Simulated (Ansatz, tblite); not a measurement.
Removing an electron: [WO3S]2- (WSO₃²⁻). The state is a singlet with charge -2. Geometry: PBE-D4/def2-SVPD. Ansatz, gas phase; energy differences of separate SCF runs; the oxidised species was run as a doublet alone.

Cartesian coordinates in Å:
```
W 0.053 0.016 -0.067
O 1.551 -0.962 0.058
O -0.753 -0.384 -1.618
O 0.513 1.749 -0.102
S -1.364 -0.420 1.730
```

In the def2 sets W takes a core potential; there is no spin–orbit coupling. The xTB rows come from tblite. Correlated methods freeze 8 core orbitals; core or outer-core shells of W are correlated, in sets that lack core-valence functions. The rows differ in basis, and correlated rows in double-zeta sets carry the largest basis error. A multiply charged anion in the gas phase is held together partly by the finite basis. Removing one electron lowers the energy by 0.66 eV at PBE0-D4/def2-TZVPD, so it isn't bound. HOMO above LUMO, or a gap near zero within one spin, warns that the state may not be the lowest or that an electron is smeared out.

```json
{"level": "GFN2-xTB", "−HOMO (eV)": "0.29", "vertical IE (eV)": "3.53", "−LUMO (eV)": "-3.57", "HOMO–LUMO gap (eV)": "3.86", "remarks": "–"}
{"level": "HF/def2-SVPD", "−HOMO (eV)": "–", "vertical IE (eV)": "-1.40", "−LUMO (eV)": "–", "HOMO–LUMO gap (eV)": "–", "remarks": "spin-contaminated (⟨S²⟩ 0.91) (-1 doublet)"}
{"level": "PBE-D4/def2-TZVPD", "−HOMO (eV)": "-3.48", "vertical IE (eV)": "-0.81", "−LUMO (eV)": "-5.78", "HOMO–LUMO gap (eV)": "2.29", "remarks": "HOMO above zero (-2 singlet), gap within one spin near zero (-1 doublet)"}
{"level": "CCSD(T)/def2-SVPD", "−HOMO (eV)": "–", "vertical IE (eV)": "-0.74", "−LUMO (eV)": "–", "HOMO–LUMO gap (eV)": "–", "remarks": "spin-contaminated (⟨S²⟩ 0.91) (-1 doublet)"}
```

(1) Estimate the rows for GFN1-xTB, r2SCAN-D4/def2-TZVPD, PBE0-D4/def2-TZVPD, CCSD/def2-SVPD.

## Answers

(1) 
```csv
level,−HOMO (eV),vertical IE (eV),−LUMO (eV),HOMO–LUMO gap (eV),remarks
GFN1-xTB,-0.07,3.13,-4.46,4.39,–
r2SCAN-D4/def2-TZVPD,-3.28,-0.74,-6.19,2.91,HOMO above zero (-2 singlet)
PBE0-D4/def2-TZVPD,-2.40,-0.66,-6.12,3.71,HOMO above zero (-2 singlet)
CCSD/def2-SVPD,–,-0.77,–,–,spin-contaminated (⟨S²⟩ 0.91) (-1 doublet)
```

Run but left out: MP2/def2-SVPD (charge -1 doublet: ⟨S²⟩ 0.91, where a pure state has 0.75).  A HOMO above zero means that the electron is unbound at that level or that self-interaction error raises the level; the energy of removing that electron tells which. Raw xTB energy differences between charge states are shifted by several eV; the methods need an empirical correction for them.
